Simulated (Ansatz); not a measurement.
Correlation energies of C$_{4}$H$_{12}$B$_{2}$Cl$_{2}$, SMILES `C[B-]1(C)[Cl+][B-](C)(C)[Cl+]1` by basis set

Cartesian coordinates in Å:
```
C -2.3315 -0.9527 -0.0864
B -1.3401 0.2369 0.1742
C -1.8199 1.6641 0.6198
Cl -0.1075 0.4198 -1.3968
B 1.3426 -0.2250 -0.1710
C 2.3593 0.9446 0.0819
C 1.7907 -1.6624 -0.6170
Cl 0.1156 -0.3806 1.4073
H -2.9106 -1.1628 0.8188
H -1.8360 -1.8769 -0.3896
H -3.0450 -0.6805 -0.8710
H -1.0043 2.3762 0.7582
H -2.3713 1.5963 1.5633
H -2.5057 2.0786 -0.1264
H 1.8842 1.8789 0.3863
H 2.9374 1.1414 -0.8269
H 3.0718 0.6592 0.8628
H 2.4722 -2.0896 0.1260
H 2.3377 -1.6073 -1.5639
H 0.9603 -2.3583 -0.7495
```

The species carries charge 0 and has multiplicity 1. All single points use the PBE0-D4/def2-TZVP geometry. Frozen core, restricted reference, Ansatz. CBS rows extrapolate triple and quadruple zeta; past MP2 they add the triple-zeta difference.

```tsv
basis	HF (Eh)	MP2 corr.	CCSD corr.	(T)	CCSD(T) total
def2-SVP	-1126.48339	-1.04812	-1.14423	-0.03397	-1127.66159
def2-TZVPP	-1127.01525	-1.33001	-1.41763	-0.06086	-1128.49374
def2-QZVPP	-1127.05005	-1.42704	–	–	–
CBS(def2)	-1127.05484	-1.49891	-1.58653	as TZ	-1128.70223
```
